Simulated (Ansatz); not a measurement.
`[BH2][AlH][CH2]OC` + `BO` → `B[O][AlH][BH2]` + dimethyl ether at 298.15 K and 1 bar (ligand exchange at the Al–C bond).

Isolated molecules relaxed with PBE0-D4/def2-TZVP in Ansatz; ΔE leaves out vibrations. CCSD(T)/CBS is the MP2 limit (def2-TZVPP, def2-QZVPP) plus CCSD(T) − MP2 in def2-TZVPP, frozen cores. This one scheme is used for every species. One conformer a species, not always the lowest.

```
            species  CCSD(T)/CBS energy (Eh)  H − E (kJ/mol)  S (J/(mol·K))
`[BH2][AlH][CH2]OC`               -422.81168           272.3          349.0
               `BO`               -101.80414           103.5          230.4
   `B[O][AlH][BH2]`               -369.81639           156.5          342.5
              `COC`               -154.86276           223.4          264.2
```

H − E and S are ideal-gas, rigid-rotor, harmonic terms from PBE0-D4/def2-TZVP, for one conformer and one mirror image of each species. 1 Eh = 2625.50 kJ/mol, R = 8.31446 J/(mol·K).

Problem. By hand: ΔE, ΔH, ΔS and ΔG.

Solution. ΔE = (-369.81639) + (-154.86276) − (-422.81168) − (-101.80414) = -0.06333 Eh = -166.3 kJ/mol. Δ(H − E) = 156.5 + 223.4 − 272.3 − 103.5 = 4.1, so ΔH = -162.2 kJ/mol. ΔS = 342.5 + 264.2 − 349.0 − 230.4 = 27.3 J/(mol·K). ΔG = -162.2 − 298.15 × (27.3)/1000 = -170.3 kJ/mol.

Problem. By hand: the equilibrium constant, and the temperature at which ΔG would vanish if ΔH and ΔS stayed fixed.

Solution. log₁₀ K = −ΔG/(RT ln 10) = 29.8. ΔH and −TΔS have one sign here, so there is no such temperature.

ΔH outweighs TΔS. A doubt of 5 kJ/mol in ΔE shifts log₁₀ K by 0.9 here. Other conformers and mirror images would add mixing entropy, several J/(mol·K) or more a flexible species. These are equilibria of isolated gas molecules and say nothing of rates. Largest T1 diagnostic: 0.014 (customary marks: 0.02 for closed shells, 0.045 for open ones).
